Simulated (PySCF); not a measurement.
Br2Ge, neutral, multiplicity 1. Atoms are numbered in the order given.

```xyz
3

Ge     0.0000     0.0000     1.0225
Br     0.0000     1.8107    -0.4674
Br     0.0000    -1.8107    -0.4674
```

Coordinates come from a PBE0-D3(BJ)/def2-SVP optimisation. The isomer is the one that the SMILES or the coordinates give; other isomers of the formula were not compared.

Calculation: KT2/pcSseg-2 (PySCF).

GIAO shieldings, no solvent; atoms alike by connectivity are averaged. δ = σ(ref) − σ: ⁷³Ge against GeH4 (σ = 1672.1 ppm), references at their B3LYP-D3(BJ)/def2-TZVP geometries, non-relativistic (without spin–orbit terms, shifts of atoms bonded to Cl or Br come out too high).

Computed chemical shifts:
```tsv
nucleus	atoms	count	δ (ppm)
⁷³Ge	Ge1	1	1086.2
```
